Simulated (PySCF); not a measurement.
CH7Si2, SMILES [SiH2]C[SiH3], multiplicity 2. Atoms are numbered in the order given.

```xyz
10

Si     1.5993     0.3601     0.0710
C      0.1101    -0.7108    -0.3647
Si    -1.5537    -0.0124     0.1754
H      2.8953    -0.2965    -0.2945
H      1.5088     1.7076    -0.5758
H      0.0921    -0.8612    -1.4599
H      0.2421    -1.7055     0.0939
H     -2.6701    -0.9069    -0.2607
H     -1.7660     1.3396    -0.4271
H     -1.6014     0.1199     1.6636
```
Charge 0, spin multiplicity 2.

Coordinates come from a PBE0-D3(BJ)/def2-SVP optimisation. The isomer is the one that the SMILES or the coordinates give; other isomers of the formula were not compared.

These are PBE0/def2-TZVPD (PySCF) values and carry that method's errors.

Mulliken values depend strongly on the basis, most of all with diffuse functions as here. ESP charges are fitted to the potential on shells at 1.4 to 2.0 van der Waals radii. Atomic charges (e):

| atom | ESP fit | Mulliken | meta-Löwdin | Mulliken spin |
|---|---|---|---|---|
| Si1 | -0.01 | -0.04 | 0.34 | 0.92 |
| C2 | -0.32 | -0.41 | -0.68 | 0.02 |
| Si3 | 0.21 | 0.01 | 0.48 | -0.01 |
| H4 | -0.01 | 0.00 | -0.08 | 0.03 |
| H5 | 0.00 | 0.01 | -0.08 | 0.03 |
| H6 | 0.15 | 0.21 | 0.14 | 0.04 |
| H7 | 0.15 | 0.24 | 0.14 | -0.01 |
| H8 | -0.07 | -0.02 | -0.09 | 0.00 |
| H9 | -0.05 | 0.00 | -0.09 | 0.00 |
| H10 | -0.05 | 0.00 | -0.09 | 0.00 |
